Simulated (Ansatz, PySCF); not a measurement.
This PySCF input computes a PBE0/def2-TZVPD energy:

```python
from pyscf import gto, scf, dft

mol = gto.M(
    atom='''
    B    -0.67550948    0.14887937   -0.00613855
    N     0.63011679   -0.09718899    0.00592163
    H    -1.44672840   -0.78084810   -0.01830614
    H    -1.10635803    1.26961877   -0.00524130
    H     1.51981634   -0.55284460    0.01278881
    ''',
    basis='def2-tzvpd',
    charge=0,
    spin=1,
    verbose=4,
)

mf = dft.UKS(mol, xc='pbe0').density_fit(auxbasis='def2-universal-jkfit')
mf.grids.level = 3
mf.conv_tol = 1e-9
mf.max_cycle = 100
mf.max_memory = 1500
mf.kernel()
if not mf.converged:
    mf = mf.newton()
    mf.kernel(mf.make_rdm1())
for _ in range(2):
    mo, _, stable, _ = mf.stability(return_status=True)
    if stable:
        break
    mf.kernel(mf.make_rdm1(mo, mf.mo_occ))
mf.analyze()
```

### Question
Write an input for the same energy in Ansatz (an electronic-structure program) and say what it gives.

### Answer

Ansatz 0.2 input:
```yaml
crystal:
  periodic: [false, false, false]
  atoms:
    - {symbol: B, position_ang: [-0.67550948, 0.14887937, -0.00613855]}
    - {symbol: N, position_ang: [0.63011679, -0.09718899, 0.00592163]}
    - {symbol: H, position_ang: [-1.44672840, -0.78084810, -0.01830614]}
    - {symbol: H, position_ang: [-1.10635803, 1.26961877, -0.00524130]}
    - {symbol: H, position_ang: [1.51981634, -0.55284460, 0.01278881]}
basis:
  gaussian:
    orbitals: def2-TZVPD
hamiltonian:
  xc: {name: PBE0}
magnetization: {spin_polarized: true, initial_magnetization: 1}
output: {forces: true}
```
It gives -81.27630 Eh, and PySCF -81.27632 Eh, a difference of 0.02 mEh, from the treatment of integrals and grids.

It need not be the lowest isomer of its formula.
